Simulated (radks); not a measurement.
Species: the sulfur ion S4+. Configuration: [Ne] 3s1.75 4s0.25 (fractional occupations, a model configuration). Calculated with a radial shooting solver on a logarithmic mesh with Libxc functionals: scalar-relativistic Kohn-Sham, TASK exchange with Perdew-Wang LDA correlation, spin-polarised, spherical densities, finite nucleus; open shells are filled with parallel spins first; meta-GGA in the generalised Kohn-Sham scheme; Fermi nuclear charge, rms radius 3.2611 fm.

Unscreened Slater integrals over Kohn-Sham orbitals (cm^-1). They are taken over the spin-up orbitals.

integral    value
F0(4s,4s)   56959
F0(4s,3s)   70188
G0(4s,3s)  4027.8
F0(4s,2p)   77124
G1(4s,2p)  2480.2
F0(4s,2s)   76795
G0(4s,2s)  1928.4
F0(3s,3s)  134770
F0(3s,2p)  177060
G1(3s,2p)   14590
F0(3s,2s)  175280
G0(3s,2s)   11690
F0(2p,2p)  459610
F2(2p,2p)  213180
F0(2p,2s)  434460
G1(2p,2s)  257260
F0(2s,2s)  417850
